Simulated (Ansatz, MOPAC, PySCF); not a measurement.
Noncovalent pair: HCl (SMILES Cl) (first 2 atoms) with CH3F (SMILES CF); geometry from B3LYP-D3(BJ)/def2-TZVP, rigid monomers moved along the line of their centres of mass till H2···F4 is 1.74 Å.
(charge 0, multiplicity 1):
```
atom    x (Å)    y (Å)    z (Å)
----  -------  -------  -------
Cl     0.1652   0.0521  -0.1361
H      0.2154   0.5086   1.0704
C     -0.4676  -0.5511   3.3348
F      0.0718   0.6291   2.8027
H      0.2488  -0.9604   4.0455
H     -1.4046  -0.3020   3.8307
H     -0.6394  -1.2491   2.5163
```

Interaction energies are E(AB) − E(A) − E(B) at the monomers' geometry in the complex; basis-set methods are counterpoise corrected. Rows marked so take none.

Rows in 6-31G* carry no dispersion term and start afresh at each structure (6-31G* with six Cartesian d functions). The state that PM6 reach isn't checked.

Codes used: Ansatz (Gaussian orbitals); MOPAC for PM6 (differences of heats of formation); PySCF for 6-31G* rows. 

One of these levels gives -113.5 meV for the interaction energy. Name it.
A. r2SCAN/def2-TZVPPD
B. PM6
C. HF/6-31G*
D. HF/6-31G* (no counterpoise)

D, HF/6-31G* (no counterpoise). The others give 91.1 (PM6), -35.4 (HF/6-31G*), -154.9 (r2SCAN/def2-TZVPPD)

Ansatz is a quantum-chemistry and plane-wave program.
